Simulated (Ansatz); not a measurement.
C2H6Be: structure from calculated spectroscopic constants

These gas-phase data were calculated for one isomer of C2H6Be at BLYP-D3(BJ)/def2-SVP (harmonic, unscaled wavenumbers; equilibrium rotational constants with average atomic masses):

| Property | Result |
| --- | --- |
| rotational constants | 78.98, 5.157, 5.157 GHz |
| all wavenumbers above 1500 cm⁻¹ | 2993, 2993, 2992, 2992, 2924, 2923 |
| dipole moment | 0.00 D (PBE0/def2-TZVPD) |

Candidates:

(1) `[CH3][Be][CH3]`, a singlet
(2) `[BeH][CH2]C`, a singlet

Problem. Assign the data to one candidate and say why.

Solution. Candidate (1). 6 modes lie between 2750 and 3290 cm⁻¹, one for each C–H bond, while (2) has 5.

The same quantities for all candidates:

```tsv
	rotational constants (GHz)	wavenumbers above 1500 cm⁻¹	dipole (D)	E above the lowest, BLYP-D3(BJ)/def2-SVP (kcal/mol)
(1)	78.98, 5.157, 5.157	2993, 2993, 2992, 2992, 2924, 2923	0.00	0.0
(2)	35, 8.674, 7.613	3011, 3000, 2937, 2923, 2894, 2131	0.58	15.9
```

Harmonic stretches to hydrogen usually lie a few per cent above observed fundamentals. Programs: Ansatz 0.2.0.
